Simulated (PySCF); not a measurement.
**SrB⁺ from Hartree–Fock to correlated methods**

State: ³Π (triplet), unpaired electrons σ ↑, π ↑. Set-up: basis Sr def2-SVP with ECP28, B def2-SVP; scalar-relativistic core potentials; PySCF 2.14. De refers to Sr⁺ + B in their high-spin ground configurations, without counterpoise correction. The functionals are run spin-unrestricted. A positive dipole points towards B; it is taken about the centre of mass and depends on that origin.

```csv
Level,Re (Å),ωe (cm⁻¹),De (eV),μ (D)
UHF,2.665,397,0.372,-7.16
UHF-MP2,2.634,385,0.58,n/a
UHF-SCS-MP2,2.631,392,0.459,n/a
UHF-CCSD,2.660,350,0.52,n/a
UHF-CCSD(T),2.670,343,0.57,n/a
PBE,2.643,369,1.34,-4.04
PW91,2.637,374,1.38,-4.06
r²SCAN,2.629,388,1.37,-4.83
PBE0,2.619,391,1.19,-4.97
MN15,2.626,369,1.09,-4.94
M06-2X,2.604,407,0.98,-5.43
LC-ωPBE,2.588,428,1.11,-6.46
```

Question: Which functional lies closest to UHF-CCSD(T) in De, which farthest, and by how much do they differ from it?

Answer: Closest is M06-2X (-6.6 pm in Re, +18.7 % in ωe, +0.41 eV in De against UHF-CCSD(T) in the same basis), farthest PW91 (-3.3 pm in Re, +9.0 % in ωe, +0.81 eV in De). CCSD(T) converges more slowly with the basis than the functionals do and binds too weakly in this one, so the order can change at the basis-set limit.

Question: What does a quarter of exact exchange do here, going from PBE to PBE0?

Answer: PBE0 less PBE: -2.4 pm in Re, +6.0 % in ωe, -0.15 eV in De. Exact exchange removes part of the self-interaction that spreads semilocal densities, and in most molecules shortens and stiffens the bond and lowers De; so it does here.

Question: What does second-order correlation do here, going from UHF to UHF-MP2?

Answer: UHF-MP2 less UHF: -3.1 pm in Re, -3.0 % in ωe, +0.21 eV in De. Correlation nearly always deepens the well. The bond shortens, as in weak, metallic or heavy-atom bonds, where dispersion and the correlation of outer-core electrons pull the atoms together.

Correlated steps freeze 1 core orbital. Correlated levels converge slowly with the basis: in double zeta they bind strong bonds too weakly, by up to about 1 eV, and carry superposition errors of some tenths. Spin–orbit coupling is left out. For an ion De counts to the pair picked by the measured ionisation energies or electron affinities, which need not be the lowest pair at this level. The state was picked by a PBE0 search and need not be the measured ground state.
